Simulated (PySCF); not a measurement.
Computed vibrations of [Er(CH3)2]+

[Er(CH3)2]+ (singlet in the valence; each metal's 4f electrons, 11 of them, lie in its core potential, out of spins and levels). PySCF 2.14.0, RKS PBE0, Er lcecp-1-SVP with ECP57, C def2-SVP, H def2-SVP; non-relativistic Hamiltonian with scalar-relativistic core potentials where named; density fitting; no spin-orbit coupling. Central differences of gradients.

```xyz
9

Er    0.0000    0.0000   -0.2304
C     1.7119    0.0000    1.2148
H     2.7119    0.0000    0.7422
H     1.6564    0.8841    1.8791
H     1.6564   -0.8841    1.8791
C    -1.7119    0.0000    1.2148
H    -2.7119    0.0000    0.7422
H    -1.6564   -0.8841    1.8791
H    -1.6564    0.8841    1.8791
```

Run from Python with OMP_NUM_THREADS=2. Where DIIS fails, smearing, a level shift and second-order steps follow.
It took 64 s on 2 threads of Arm Neoverse V1 (shared host).

**Question.** What are the harmonic wavenumbers and infrared intensities?

**Answer.** Modes are labelled in C2v; negative numbers are unstable modes, those under 60 cm⁻¹ near the noise; a finer grid moves soft modes by up to 10 cm⁻¹.
```json
{"cm⁻¹": "-62", "km/mol": "–", "symmetry": "a2"}
{"cm⁻¹": "45", "km/mol": "1.3", "symmetry": "b2"}
{"cm⁻¹": "129", "km/mol": "0.0", "symmetry": "a1"}
{"cm⁻¹": "371", "km/mol": "0.0", "symmetry": "a2"}
{"cm⁻¹": "398", "km/mol": "8.5", "symmetry": "b1"}
{"cm⁻¹": "403", "km/mol": "64.8", "symmetry": "b2"}
{"cm⁻¹": "469", "km/mol": "0.1", "symmetry": "a1"}
{"cm⁻¹": "479", "km/mol": "94.4", "symmetry": "b1"}
{"cm⁻¹": "506", "km/mol": "26.1", "symmetry": "a1"}
{"cm⁻¹": "1160", "km/mol": "3.0", "symmetry": "b1"}
{"cm⁻¹": "1164", "km/mol": "4.6", "symmetry": "a1"}
{"cm⁻¹": "1368", "km/mol": "0.0", "symmetry": "a2"}
{"cm⁻¹": "1374", "km/mol": "4.8", "symmetry": "b1"}
{"cm⁻¹": "1378", "km/mol": "26.1", "symmetry": "b2"}
{"cm⁻¹": "1385", "km/mol": "19.1", "symmetry": "a1"}
{"cm⁻¹": "3007", "km/mol": "11.2", "symmetry": "b1"}
{"cm⁻¹": "3009", "km/mol": "5.2", "symmetry": "a1"}
{"cm⁻¹": "3107", "km/mol": "0.0", "symmetry": "a2"}
{"cm⁻¹": "3109", "km/mol": "0.3", "symmetry": "b2"}
{"cm⁻¹": "3119", "km/mol": "0.0", "symmetry": "a1"}
{"cm⁻¹": "3120", "km/mol": "0.3", "symmetry": "b1"}
```

**Question.** Is this a minimum?

**Answer.** Probably not: 1 unstable, though so soft as to be near the noise; the lowest moves the atoms so:
```
Er   0.00  0.00  0.00
C    0.00  0.03  0.00
H    0.00 -0.36  0.00
H    0.23  0.24 -0.26
H   -0.23  0.24  0.26
C    0.00 -0.03  0.00
H    0.00  0.36  0.00
H   -0.23 -0.24 -0.26
H    0.23 -0.24  0.26
```

An lcecp potential fixes the number of 4f electrons, so in runs with it no electron can move into or out of that shell.
